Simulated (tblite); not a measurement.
C6H12GeO.
Numbering: `[CH3:1][O:2][CH2:3][C:4]1=[CH:5][CH2:6][GeH2:7][CH2:8]1` (hydrogens: H9, H10, H11 on C1; H12, H13 on C3; H14 on C5; H15, H16 on C6; H17, H18 on Ge7; H19, H20 on C8)

Cartesian coordinates in Å at the GFN2-xTB level; atoms count from 1:
```xyz
20
C6H12GeO angstrom
C      3.398   -0.164   -0.057
O      2.035   -0.182    0.260
C      1.203    0.007   -0.867
C     -0.231   -0.012   -0.425
C     -1.126   -0.871   -0.893
C     -2.548   -0.836   -0.420
Ge    -2.535    0.610    0.936
C     -0.626    1.004    0.610
H      3.698    0.804   -0.482
H      3.938   -0.334    0.873
H      3.653   -0.953   -0.777
H      1.437    0.978   -1.339
H      1.390   -0.784   -1.611
H     -0.860   -1.614   -1.632
H     -3.219   -0.637   -1.258
H     -2.832   -1.809   -0.016
H     -2.863    0.155    2.332
H     -3.470    1.753    0.634
H      0.007    0.884    1.490
H     -0.454    2.012    0.229
```

Computed values, GFN2-xTB/tblite, gas phase, harmonic and unscaled. Errors from tens to a few hundred cm⁻¹ against measured bands are possible. Modes of hydrogen on germanium can be 10 to 20 % off. One conformer, not necessarily the lowest.

Harmonic wavenumbers (cm⁻¹): 38.2, 47.5, 82.7, 122.1, 224.8, 257.3, 286.4, 329.7, 388.1, 393.5, 460.5, 519.7, 560.0, 609.6, 649.9, 711.9, 737.4, 786.3, 832.0, 845.5, 877.6, 968.6, 983.3, 1050.5, 1084.3, 1092.3, 1109.6, 1133.2, 1138.2, 1167.7, 1182.2, 1208.5, 1227.8, 1301.0, 1341.3, 1408.9, 1435.5, 1444.8, 1470.0, 1482.1, 1494.6, 1730.4, 1934.8, 2003.4, 2802.0, 2856.9, 2881.8, 2908.8, 2941.3, 2950.1, 2966.9, 2982.3, 3026.7, 3052.1.

A = 3731, B = 631.0, C = 565.0 MHz; mass 174.010 u (most abundant isotopes); point group C1, symmetry number 1.

Problem. Zero-point energy?

Solution. ½Σν̃ = 34761 cm⁻¹ = 415.84 kJ/mol.

Problem. Entropy at 200 K, 1 bar (ideal gas, RRHO, classical rotation)?

Solution. Translation 164.90, rotation 120.00, vibration 84.33: S = 369.2 J/(mol K).

Problem. And Cp and H(200 K) − H(0)?

Solution. Cp = 119.64 J/(mol K), of which vibrations give 86.39 (their classical limit is 54 R = 449.0); H(200 K) − H(0) = 15.40 kJ/mol without the zero-point energy, 8.75 from vibrations.

Problem. Which modes carry the vibrational entropy at 200 K?

Solution. 38.2 cm⁻¹: 19.08; 47.5 cm⁻¹: 17.28; 82.7 cm⁻¹: 12.75; 122.1 cm⁻¹: 9.65; 224.8 cm⁻¹: 5.17; 257.3 cm⁻¹: 4.29 J/(mol K); the other 48 give 16.10 together.

Problem. How do the functions run with temperature in this model?

Solution. 
```tsv
T (K)	S (J/(mol K))	Cp (J/(mol K))	H − H(0) (kJ/mol)	G − H(0) (kJ/mol)	ln q(vib)
100	303.0	77.0	5.60	-24.70	2.22
300	426.4	165.6	29.65	-98.26	7.51
500	531.3	248.5	71.45	-194.21	12.79
800	667.3	329.4	159.22	-374.66	20.52
1000	744.8	364.3	228.78	-516.03	25.36
```

q(vib) and H(0) count from the zero-point level.

Problem. What must be added to the electronic energy to get the Gibbs energy at 200 K and 1 bar?

Solution. ZPE + [H(200 K) − H(0)] − T·S = 415.84 + 15.40 − 73.84 = 357.40 kJ/mol.

Hindered rotation and anharmonicity are outside this model. Other conformers, if any are populated, would add a mixing term that is left out. The structure is chiral; the term R ln 2 for an equal mix with its mirror image is left out.
